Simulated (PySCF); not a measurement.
Several structures and their simulated spectra, in scrambled order.

A. SMILES C=C(C)PC(F)=C(F)F
B. `[C@@H]1(F)C[SiH2]1`
C. `C=CC(=O)CCN`

Spectrum 1. 1H NMR (300 MHz, computed): δ 5.39 (m, 1H), 2.95 (m, 1H), 2.59 (m, 1H), 1.07 (m, 1H), 0.97 (m, 1H). 13C{1H} NMR (computed): δ 77.0 (CH), 3.3 (CH2).

Spectrum 2. 1H NMR (300 MHz, computed): δ 5.85 (m, 1H), 5.79 (m, 1H), 4.79 (m, 1H), 2.24 (m, 3H). 13C{1H} NMR (computed): δ 168.2 (C), 153.2 (C), 142.3 (C), 130.5 (CH2), 27.2 (CH3).

Spectrum 3. 1H NMR (300 MHz, computed): δ 6.94 (m, 1H), 6.58 (m, 1H), 5.98 (m, 1H), 3.13 (t, 2H), 2.42 (t, 2H), 0.26 (br s, 2H). 13C{1H} NMR (computed): δ 201.5 (C), 140.6 (CH), 137.0 (CH2), 58.1 (CH2), 43.0 (CH2).

PySCF 2.14.0 with density-fitted response routines calculation with structure optimised with GFN2-xTB and NMR shieldings at PBE0/pcSseg-1/GIAO; gas phase, one conformer, one averaged value for each set of equivalent atoms, no relativistic terms.

References, each an isolated molecule treated in the same way: 1H (31.72 ppm), 13C (186.93 ppm) vs TMS. Splittings of carbon signals by F and P are missing where no couplings were computed. Where no couplings were computed, multiplicities follow the n + 1 count of equivalent neighbours, and m marks all less simple cases (inequivalent or close neighbours, rings, F or P nearby). Shifts are as computed. Against solution values, carbons near 30 ppm lie about +3 ppm off and those near 130 ppm about +5 ppm. Of 1211 compounds with measured shifts, 218 miss one by over three times the rms of a fit or turn the order of signals round; such compounds aren't used in these exercises. OH and NH positions are gas-phase values without hydrogen bonding to other molecules.

Problem. Match each spectrum to its structure.

Solution. 1–B, 2–A, 3–C.

- Spectrum 1 (B): 2 13C signals; δC 77.0 is a three-membered-ring carbon; δC 3.3 is a three-membered-ring carbon.
- Spectrum 2 (A): 5 13C signals; δC 153.2 is a fully substituted alkene carbon; δC 142.3 is a fully substituted alkene carbon.
- Spectrum 3 (C): 5 13C signals; δC 201.5 is a ketone carbonyl carbon; δC 140.6 is an α carbon of a C=C–C=O unit.
